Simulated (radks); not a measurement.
Results of a calculation; reference values are marked as such.
Au3+, 76 electrons, occupied as [Kr] 4d10 4f14 5s1 5p6 5d8 6d1 (not the ground configuration). Level of theory: scalar-relativistic Kohn-Sham, MS2 meta-GGA, spin-polarised, spherical densities, finite nucleus; open shells are filled with parallel spins first (spin-orbit coupling, left out, can overturn this in heavy ions); meta-GGA in the generalised Kohn-Sham scheme; Fermi nuclear charge, rms radius 5.4371 fm (a radial shooting solver on a logarithmic mesh with Libxc functionals).

X-ray form factor f0, the Fourier transform of the density (f0(0) = 76):

sin(theta)/lambda (1/angstrom)  f0 (electrons)
0.05                                    75.117
0.1                                     72.855
0.15                                    69.866
0.2                                     66.515
0.25                                    62.960
0.3                                     59.362
0.4                                     52.618
0.5                                     46.908
0.6                                     42.165
0.8                                     34.567
1                                       28.520
1.25                                    22.763
1.5                                     18.881
2                                       14.698
